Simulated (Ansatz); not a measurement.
The Mg1–H2 bond of MgH is stretched (multiplicity 2).


Correlated levels freeze the cores.

Run with Ansatz (Gaussian orbitals). 

FIC-MRCISD+Q on CASSCF(3,5)/def2-TZVPP, total energies (hartree):

```
R (Å)       CASSCF       MRCISD  weight c² of the reference
-----  -----------  -----------  --------------------------
1.743  -200.175913  -200.188850                     0.98647
3.050  -200.136279  -200.141116                     0.99411
6.971  -200.137254  -200.139087                     0.99760
```

**Question.** Add the Davidson correction (E_MRCISD − E_CASSCF)(1 − c²)/c² and give the energies above the first point at the three levels.

**Answer.** 
Corrections (hartree): -0.000177, -0.000029, -0.000004. Above the first point (kcal/mol):
- R = 3.050 Å: CASSCF 24.9, MRCISD 30.0, with the correction 30.0
- R = 6.971 Å: CASSCF 24.3, MRCISD 31.2, with the correction 31.3

Ansatz is a program for electronic structure.
